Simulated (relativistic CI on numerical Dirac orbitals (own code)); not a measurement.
**Cd XXVIII: q coefficients and field-shift factors**

Method of calculation: Dirac-Coulomb-Breit CI, KLI orbitals optimised for each configuration, derivatives by finite differences, unscaled Slater integrals, QED left out (own radial code, finite nucleus).

Configurations in the expansion (outside the closed core [Ne]): 3s2.3p6.3d3, 3s2.3p5.3d4, 3s.3p6.3d4, 3p6.3d5, 3s2.3p6.3d2.4s, 3s2.3p6.3d2.4p, 3s2.3p6.3d2.4d, 3s2.3p6.3d2.4f. Levels of other configurations are missing.

With x = (α/α₀)² − 1 an excitation energy changes as ω = ω₀ + qx; K = 2q/ω₀ is the relative enhancement. Terms are leading LS components, so labels can repeat. The field-shift factor is F = δν/δ⟨r²⟩ for the transition from the lowest level.

Lowest level 3s2.3p6.3d3 4F_3/2.

```csv
Level,ω₀ (cm⁻¹),q (cm⁻¹),F (GHz/fm²)
3s2.3p6.3d3 4F_5/2,40351,54710,0.396
3s2.3p6.3d3 4F_7/2,69431,74400,0.555
3s2.3p6.3d3 4F_9/2,86020,68460,0.545
3s2.3p6.3d3 4P_3/2,87881,37440,0.238
3s2.3p6.3d3 4P_1/2,102315,50290,0.297
3s2.3p6.3d3 2G_7/2,136458,97050,0.739
3s2.3p6.3d3 2H_9/2,142723,105700,0.889
3s2.3p6.3d3 4P_5/2,149381,95290,0.602
3s2.3p6.3d3 2D_3/2,168568,112400,0.731
3s2.3p6.3d3 2P_1/2,179467,115500,0.846
3s2.3p6.3d3 2H_11/2,188747,114300,1.04
3s2.3p6.3d3 2D_5/2,205091,125700,0.762
3s2.3p6.3d3 2G_9/2,221840,172800,1.34
3s2.3p6.3d3 2F_5/2,236786,90440,0.699
3s2.3p6.3d3 2F_7/2,241080,108300,0.825
3s2.3p6.3d3 2P_3/2,247020,173500,1.29
3s2.3p6.3d3 2D_3/2,353464,128400,1.07
3s2.3p6.3d3 2D_5/2,360211,154200,1.33
3s2.3p5.3d4 6D°_3/2,1234571,70040,2.66
3s2.3p5.3d4 6D°_5/2,1240415,111600,3.04
3s2.3p5.3d4 6D°_7/2,1249537,133200,3.29
3s2.3p5.3d4 6D°_9/2,1263112,143900,3.43
3s2.3p5.3d4 6D°_1/2,1271482,129100,2.5
```

At this charge energies of transitions that change n are usually good to better than 1 %, and those within a shell (Δn = 0) to a few per cent. Terms inside the open d or f shell come out 10 to 20 % too wide with unscaled integrals.

Task: Which transition from the lowest level has the largest |K|?

Result: 3s2.3p6.3d3 4F_5/2 at 40351 cm⁻¹, K = 2.71.
